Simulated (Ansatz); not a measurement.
System: sum formula AlOCl, net charge -1, doublet state. 
Coordinates optimised at B3LYP-D3(BJ)/def2-TZVP (Ansatz, a quantum-chemistry and plane-wave program):
```xyz
3

Al     0.1739     0.2632    -0.7919
O     -0.4137     1.7857    -0.9521
Cl     0.0617    -1.0415     1.0536
```
Charge -1, spin multiplicity 2.

Basis-set convergence of Hartree-Fock and CCSD correlation energies (hartree) with Ansatz. Valence correlation only, unless marked. Open shells are spin-unrestricted. Spin-orbit coupling is left out. No relativistic terms. This anion needs diffuse functions, which these sets lack.

| basis | functions | E(HF) | E(corr, CCSD) |
|---|---|---|---|
| cc-pV(D+d)Z | 60 | -776.36986 | -0.40150 |
| cc-pV(T+d)Z | 108 | -776.42813 | -0.51891 |
| cc-pV(Q+d)Z | 183 | ? | ? |

### Question
What belongs in the gaps?

### Answer

- cc-pV(Q+d)Z, E(HF): -776.44403
- cc-pV(Q+d)Z, E(corr, CCSD): -0.56017
